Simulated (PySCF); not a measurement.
# How methods differ on the excitation energy of Sr

Sr [Kr] 5s2 (1S) → Sr [Kr] 5s1 5p1 (3P), as a difference of total energies. Calculation: PySCF 2.14, in aug-cc-pwCVTZ-X2C (10s9p7d3f, 93 functions); scalar relativity by spin-free X2C-1e. Correlated levels: valence: [Kr] frozen; valence and next inner shell: [Ar] 3d10 frozen. The calculations carry no spin-orbit coupling.

```
                                method  excitation energy (eV)  error (eV)
                                   UHF                   0.971      -0.852
                                   LDA                   1.923      +0.100
                                   PBE                   1.745      -0.078
                                  PBE0                   1.640      -0.183
                                r2SCAN                   1.483      -0.340
                               wB97M-V                   2.013      +0.190
                               LC-wPBE                   1.356      -0.467
                               wB97X-V                   1.688      -0.135
                         MP2 (valence)                   1.440      -0.383
                     SCS-MP2 (valence)                   1.574      -0.249
    MP2 (valence and next inner shell)                   1.780      -0.043
SCS-MP2 (valence and next inner shell)                   1.841      +0.018
```

Reference: 1.823 eV (measured; NIST levels, between the centres of gravity of the two terms).

Errors of the correlated levels include the incompleteness of this basis and the frozen core.
